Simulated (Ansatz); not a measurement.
Cl$_{3}$Si, doublet, geometry from GFN2-xTB; CCSD(T)/6-311G** in Ansatz (a program for electronic structure).

The Ansatz input:
Ansatz 0.2 input:
```yaml
crystal:
  periodic: [false, false, false]
  atoms:
    - {symbol: Si, position_ang: [0.30534902, 0.30108305, 0.30322167]}
    - {symbol: Cl, position_ang: [-0.85134863, -0.87589088, 1.47732074]}
    - {symbol: Cl, position_ang: [1.47133362, -0.85554212, -0.88186222]}
    - {symbol: Cl, position_ang: [-0.87144888, 1.48348225, -0.84517049]}
basis:
  gaussian:
    orbitals: 6-311G__.json
magnetization: {spin_polarized: true, initial_magnetization: 1}
correlation: {method: ccsd_t}
```
The basis file holds 6-311G** in the JSON format of the Basis Set Exchange.

The log (banner, timings and long lists left out):

```
Functional definition: HF
831 factors; integrals over basis functions are off by at most 6.1e-4 eV
mean field evaluation 1: about -45375.1004 eV, gradient 1.4e1 eV
mean field evaluation 2: about -45375.1307 eV, gradient 1.4e1 eV
mean field evaluation 4: about -45376.7265 eV, gradient 2.0e0 eV
mean field evaluation 8: about -45376.8046 eV, gradient 2.4e-1 eV
mean field evaluation 16: about -45376.3711 eV, gradient 7.3e0 eV
mean field -45376.80605584 eV, -1667.5668650482 hartree, gradient 2.7e-6 eV, S^2 0.753914; 0 other end points of the search recorded, 0 dependent functions left out
20 core orbitals not correlated
reference -45376.80605584 eV, -1667.5668650482 hartree; 13, 12 occupied and 75, 76 virtual orbitals, 831 factors
second order -12.99564436 eV of doubles, -0.00000000 eV of singles
cycle   1  -13.71504514 eV  change   -7.2e-1 eV  update   7.5e-2
cycle   2  -13.99259204 eV  change   -2.8e-1 eV  update   2.2e-2
cycle   3  -14.04912427 eV  change   -5.7e-2 eV  update   1.2e-2
cycle   4  -14.04459764 eV  change    4.5e-3 eV  update   4.0e-3
cycle   5  -14.04359949 eV  change    1.0e-3 eV  update   1.7e-3
cycle   6  -14.04380749 eV  change   -2.1e-4 eV  update   5.2e-4
cycle   7  -14.04398741 eV  change   -1.8e-4 eV  update   1.9e-4
cycle   8  -14.04403470 eV  change   -4.7e-5 eV  update   5.4e-5
cycle   9  -14.04402363 eV  change    1.1e-5 eV  update   2.0e-5
perturbative correction -0.40048823 eV, -0.0147176710 hartree
Total energy: -45391.25056770 eV, -1668.0976910682 hartree
```
